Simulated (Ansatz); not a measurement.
`[NH2][V](=[O])([Cl])[Cl]`. Charge 0, multiplicity 1.

```xyz
7

N    -0.743   -0.576    0.628
V     0.474    0.237   -0.408
O     1.205   -0.921   -1.119
Cl   -0.516    1.515   -1.835
Cl    1.838    1.371    0.819
H    -1.377   -0.052    1.219
H    -0.881   -1.574    0.696
```

Question: List the harmonic frequencies (cm⁻¹, unscaled) at PBE0-D4/def2-TZVP in Ansatz. (Best estimate.)

Answer: Computed: 131, 173, 186, 233, 279, 435, 436, 495, 547, 638, 789, 1159, 1520, 3554, 3677.

Question: Is this a minimum?

Answer: Yes, all 15 modes are real.

Question: Give the ideal-gas thermochemistry at 298.15 K and 1 bar (rigid rotor, harmonic oscillator; point group Cs, symmetry number 1).

Answer: Zero-point energy 85.2 kJ/mol; H(298) − E = 105.8 kJ/mol; entropy 350.5 J/(mol·K), of which translation 171.7, rotation 118.0, vibration 60.9; G(298) − E = 1.2 kJ/mol.

Question: And at 400, 500, 600, 800 and 1000 K?

Answer: 
| T (K) | H − E (kJ/mol) | S (J/mol/K) | G − E (kJ/mol) |
| --- | --- | --- | --- |
| 400 | 116.7 | 382.0 | -36.1 |
| 500 | 128.3 | 407.9 | -75.6 |
| 600 | 140.5 | 430.2 | -117.6 |
| 800 | 166.2 | 467.1 | -207.4 |
| 1000 | 193.1 | 497.0 | -303.9 |
